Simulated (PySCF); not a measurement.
**CsK⁻: from constants to spectrum**

ROHF-CCSD(T) constants of CsK⁻, ²Σ⁺ (doublet), unpaired electrons σ ↑ (basis Cs def2-SVPD with ECP46, K def2-SVPD; scalar-relativistic core potentials; PySCF 2.14; masses 132.9054 and 38.9637 u):

```
ωe              : 41.2 cm⁻¹
ωexe            : 0.115 cm⁻¹
Be              : 0.023128 cm⁻¹
αe              : 0.000118 cm⁻¹
D (centrifugal) : 2.91e-08 cm⁻¹
De to Cs + K⁻   : 0.431 eV
```

(1) Give the vibrational terms G(v) and spacings up to v = 6.

(2) How well does the Morse estimate ωe²/(4ωexe) reproduce De, and what is D0?

Correlated steps freeze 5 core orbitals. Correlated levels converge slowly with the basis: in double zeta they bind strong bonds too weakly, by up to about 1 eV, and carry superposition errors of some tenths. Spin–orbit coupling is left out. For an ion De counts to the pair picked by the measured ionisation energies or electron affinities, which need not be the lowest pair at this level. The CCSD T1 diagnostic is raised, a sign that a single reference may not be enough here. The state is the lowest determinant that a PBE0 search found; another state may lie lower at other levels.

Results:

(1) G(v) = ωe(v+½) − ωexe(v+½)².

| v | G(v) (cm⁻¹) | G(v) − G(v−1) | Bv (cm⁻¹) |
| --- | --- | --- | --- |
| 0 | 20.6 |  | 0.02307 |
| 1 | 61.5 | 41.0 | 0.02295 |
| 2 | 102.3 | 40.7 | 0.02283 |
| 3 | 142.8 | 40.5 | 0.02271 |
| 4 | 183.1 | 40.3 | 0.02260 |
| 5 | 223.1 | 40.1 | 0.02248 |
| 6 | 262.9 | 39.8 | 0.02236 |

(2) It gives 0.458 eV, 106 % of the computed De. D0 = De − G(0) = 0.431 − 0.003 = 0.428 eV.
